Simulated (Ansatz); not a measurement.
Gas-phase electronic energies from Ansatz, PBE0-D4/def2-TZVP geometries. CCSD(T)/CBS adds triple-zeta CCSD(T) − MP2 to the extrapolated MP2 energy (def2 sets, frozen cores). DFT in def2-TZVPP. B3LYP here is the variant with VWN-RPA as its local correlation; programs differ in this. Each species was taken in one conformer, which may not be the lowest.

`CC[SiH2]S` + `C=C=C(O)CO` → `C=C=C(O)[SiH2]S` + `CCCO`  (formal exchange of groups at the Si–C bond)

```json
{"level": "PBE0-D4", "ΔE (eV)": "0.06"}
{"level": "B3LYP-D4", "ΔE (eV)": "0.03"}
{"level": "ωB97M-V", "ΔE (eV)": "0.06"}
{"level": "PBE", "ΔE (eV)": "0.05"}
{"level": "r2SCAN", "ΔE (eV)": "0.05"}
{"level": "CCSD/def2-TZVPP", "ΔE (eV)": "0.05"}
{"level": "SCS-MP2/def2-QZVPP", "ΔE (eV)": "0.03"}
{"level": "HF/CBS(def2)", "ΔE (eV)": "0.03"}
```

(1) What does CCSD(T)/CBS give? (Estimate.)

Largest T1 diagnostic among the species: 0.013.

Results:

(1) Ansatz gave: +0.04 eV. The listed levels differ from it by 0.02, -0.01, 0.02, 0.01, 0.01, 0.01, -0.01, -0.01 eV.
